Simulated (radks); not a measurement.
The numbers below are computed, except where a source is named.
Coulomb parameter of the 4f shell of the holmium ion Ho3+ in the model configuration [Xe] 4f9 6p1, as a second difference U = [E(n + 0.5) + E(n - 0.5) - 2 E(n)] / (0.5)^2 with all orbitals relaxed. "Bare": the charge of the atom changes with n. "Screened": the 6p shell takes up the change at fixed total charge, which measures U(4f,4f) + U(6p,6p) - 2 U(4f,6p). Code: a radial shooting solver on a logarithmic mesh with Libxc functionals. Model: scalar-relativistic Kohn-Sham, r2SCAN, spin-unpolarised, spherical densities, finite nucleus; meta-GGA in the generalised Kohn-Sham scheme; Fermi nuclear charge, rms radius 5.2022 fm.

case              configuration  E - E(n) (eV)
start              [Xe] 4f9 6p1          0.000
bare +0.5        [Xe] 4f9.5 6p1        -20.980
bare -0.5        [Xe] 4f8.5 6p1         26.177
screened +0.5  [Xe] 4f9.5 6p0.5        -12.309
screened -0.5  [Xe] 4f8.5 6p1.5         14.797

U(bare) = 20.788 eV, U(screened by 6p) = 9.952 eV, against the Slater integral F0(4f,4f) = 33.811 eV with frozen orbitals.
